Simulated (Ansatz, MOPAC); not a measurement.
Molecule: CN, charge 0, multiplicity 2. SMILES: [C-]#[N+]

Atoms: C1, N2. Bonds: C1-N2.

Bond lengths (Å) and angles (degrees) optimised at AM1 with MOPAC; PM3 with MOPAC; PM6 with MOPAC; PM7 with MOPAC; B3LYP/LANL2DZ with Ansatz (a program for electronic structure); B3LYP/6-31G* with Ansatz, each started from the B3LYP-D3(BJ)/def2-TZVP structure (Ansatz) of the last column. A row stands for all coordinates that are equal there. 6-31G* holds six Cartesian d functions.

| coordinate | AM1 | PM3 | PM6 | PM7 | B3LYP/LANL2DZ | B3LYP/6-31G* | B3LYP-D3(BJ)/def2-TZVP |
|---|---|---|---|---|---|---|---|
| C1-N2 | 1.149 | 1.157 | 1.131 | 1.138 | 1.199 | 1.174 | 1.162 |

Mean signed difference of all 1 bond lengths from B3LYP-D3(BJ)/def2-TZVP: AM1 -0.013 Å, PM3 -0.006 Å, PM6 -0.031 Å, PM7 -0.024 Å, B3LYP/LANL2DZ 0.037 Å, B3LYP/6-31G* 0.012 Å.
